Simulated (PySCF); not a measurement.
**TDDFT excited states: C7H18Sn**

SnMe3(nBu), C₇H₁₈Sn.
SMILES: `CCC[CH2][Sn]([CH3])([CH3])[CH3]`

Method: PySCF, TDDFT B3LYP/def2-SVPD, vertical, gas phase, core orbitals frozen in the response, def2 core potentials past Kr. Isolated species at its PBE0-D3(BJ)/def2-SVP geometry (one conformer only). Spin–orbit coupling is left out.

| state | λ (nm) | E (eV) | f | \|μ\| (D) | main configurations (H = HOMO, L = LUMO) |
| --- | --- | --- | --- | --- | --- |
| S1 | 201.3 | 6.16 | 0.058 | 1.57 | H→L (99%) |
| S2 | 188.7 | 6.57 | 0.072 | 1.70 | H-1→L (97%) |
| S3 | 187.9 | 6.60 | 0.076 | 1.74 | H-2→L (97%) |
| S4 | 180.3 | 6.88 | 0.0002 | 0.08 | H→L+2 (62%), H→L+1 (36%) |
| S5 | 179.5 | 6.91 | 0.0008 | 0.18 | H→L+3 (65%), H→L+1 (22%), H→L+2 (12%) |
| S6 | 177.6 | 6.98 | 0.033 | 1.12 | H→L+1 (40%), H→L+3 (33%), H→L+2 (24%) |
| S7 | 169.0 | 7.33 | 0.021 | 0.87 | H-1→L+1 (48%), H-1→L+2 (38%), H-1→L+3 (8%) |
| S8 | 168.4 | 7.36 | 0.027 | 0.98 | H-2→L+2 (40%), H-2→L+1 (29%), H-1→L+3 (16%) |
| S9 | 168.3 | 7.37 | 0.026 | 0.97 | H-1→L+3 (48%), H-1→L+2 (20%), H-2→L+2 (14%) |
| S10 | 167.8 | 7.39 | 0.025 | 0.95 | H-2→L+3 (61%), H-2→L+2 (22%), H-2→L+1 (11%) |

Triplets (Tamm–Dancoff): T1 5.96 eV, H→L (91%); T2 6.29 eV, H-1→L (85%); T3 6.31 eV, H-2→L (85%); T4 6.78 eV, H→L+2 (60%), H→L+1 (21%), H→L+3 (11%).

The lowest singlet comes at 201 nm (594 kJ/mol) in the ultraviolet; it is of moderate strength; its leading configuration is HOMO→LUMO (99%). The most intense listed level is S3 at 6.60 eV (188 nm, f = 0.076), 0.44 eV above S1. S8/S9 lie within about 0.01 eV of each other. Löwdin shares by element: HOMO carbon 49% or more, tin 18% (atoms not listed hold the other 33%); LUMO tin 31%, carbon 19% or more (atoms not listed hold the other 51%). Orbital energies (eV): HOMO-3 -8.85, HOMO-2 -7.48, HOMO-1 -7.45, HOMO -7.02, LUMO -0.10, LUMO+1 0.66, LUMO+2 0.69. Weighted by f, the mean energy of these states is 6.78 eV. Of the 10 states listed, 8 reach f = 0.01 and 1 stays under 0.0005. The window holds the lowest 10 singlets.
